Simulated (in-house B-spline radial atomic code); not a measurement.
RPA and G0W0 on Hartree-Fock: Ca8+

Configuration [Ne] 3s2, mean-field start Hartree-Fock. Computed with a B-spline radial code for spherical atoms: all electrons, non-relativistic, point nucleus, each spin shell either full or empty, empty states to l = 9 with an (l + 1/2)⁻⁴ tail; G0W0 by contour deformation at full frequency.

Command:
```bash
python run_gw.py task.json out
```
Settings (radii: box in bohr, nucleus in fm):
```
Z                        20
electrons                12
configuration            [Ne] 3s2
hamiltonian              nr
method                   hf
lmax                     9
spin_polarised           False
box_radius               7.7
intervals                47
ion_configuration        [Ne] 3s1
```

Run time, properties included: 1.4 s on 1 thread of Arm Neoverse V2, on a shared host.

Energies (hartree):

```tsv
term	value
mean-field total	-654.91063
Hartree-Fock functional on these orbitals	-654.91063
direct second order	-0.77287
second-order exchange	0.2795
SOSEX correction	0.26086
```

Q: What is the RPA correlation energy, and what remains with SOSEX?

A: RPA gives -0.71232 hartree (-1.62 eV per electron); RPA + SOSEX gives -0.45147, and the second-order doubles (MP2) -0.49337 hartree. SOSEX takes back 37 % of the RPA value.

Quasi-particle levels (eV):

| level | occupied | mean field | Σx - vxc | Σc | QP weight | G0W0 |
| --- | --- | --- | --- | --- | --- | --- |
| 3s | yes | -185.63 | 0.00 | ? | ? | ? |
| 2p | yes | -532.38 | 0.00 | 2.84 | 0.980 | -529.53 |
| 2s | yes | -618.94 | 0.00 | 3.57 | 0.908 | -615.37 |
| 1s | yes | -4236.38 | 0.00 | 21.48 | 0.962 | -4214.90 |
| 3p | no | -146.02 | 0.00 | -1.73 | 0.977 | -147.75 |

G0W0 = mean field + (Σx - vxc) + Σc, with Σc (partial-wave tail included) taken at the quasi-particle energy.

Q: Where does G0W0 put 3s?

A: At -188.01 eV, with Σc = -2.38 eV and a quasi-particle weight of 0.979. The tabulated removal energy is 188.54 ± 0.06 eV (NIST, semi-empirical); the calculation leaves out relativity, Breit and QED terms, and what these don't explain is the method's own error.

Q: What does it cost to remove one electron (to [Ne] 3s1) by differences of total energies, each species on its own start (correlation terms add to the Hartree-Fock functional)?

A: Hartree-Fock functional 185.45 eV, + RPA 187.66 eV, + RPA + SOSEX 187.05 eV, + second order 187.43 eV. Tabulated: 188.54 ± 0.06 eV (NIST, semi-empirical); the calculation leaves out relativity, Breit and QED terms, and what these don't explain is the method's own error.
